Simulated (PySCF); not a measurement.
BrFGaH2N.

```xyz
6

Ga    -0.0306    -0.7470     0.0000
F     -1.6088    -1.5090     0.0000
Br     0.0497     1.5320     0.0000
N      1.4218    -1.8028     0.0000
H      2.3702    -1.4466     0.0000
H      1.3679    -2.8151     0.0000
```
Charge 0, spin multiplicity 1.

The structure is a stationary point at B3LYP-D3(BJ)/def2-SVP. The structure was generated by enumeration; whether it is a known compound was not checked. Other conformers were not sampled.

Level of theory: PBE/pcSseg-1 (PySCF). Non-relativistic, no solvent.

Computed absolute GIAO shielding of each atom: isotropic value and principal components (ppm):
| atom | σ(iso) | σ11 | σ22 | σ33 | span |
|---|---|---|---|---|---|
| Ga1 | 1366.7 | 1114.1 | 1364.5 | 1621.4 | 507.3 |
| F2 | 296.0 | 188.6 | 311.4 | 388.1 | 199.4 |
| Br3 | 2625.4 | 2386.0 | 2512.4 | 2977.8 | 591.8 |
| N4 | 220.1 | 180.6 | 205.8 | 274.1 | 93.5 |
| H5 | 29.4 | 22.2 | 26.1 | 39.7 | 17.5 |
| H6 | 29.5 | 22.2 | 24.0 | 42.2 | 20.0 |
